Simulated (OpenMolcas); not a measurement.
Ti3+ (d1) among equal point charges was computed by CASSCF with the d shell active (OpenMolcas, ANO-RCC-VDZP on the metal). Its lowest spin-free states, and all those of the highest spin:

```csv
2S+1,Degeneracy,E (cm-1)
2,3,0.0
2,2,20382
```

Problem. Is the site octahedral, tetrahedral or cube-like, axial, or of lower symmetry?

Solution. The states with 2S+1 = 2 have orbital degeneracies 3, 2. Threefold states need a cubic site. For d1 at this spin an octahedron puts the threefold T2 below the twofold E and a tetrahedron or cube puts the twofold E below the threefold T2, so the site is octahedral. The first gap at this spin, 20400 cm-1, is |10Dq| in ligand-field theory. The run had Ti3+ among 6 point charges of -2 e arranged as an octahedron (Oh), 1.66 Å from the ion.

An orbital triplet at a regular site is open to Jahn-Teller coupling, which can distort the site and quench the lowest spin-orbit gaps and is left out. Point charges carry no covalency, so the field is a model and not that of real ligands. No measured value stands beside these numbers.
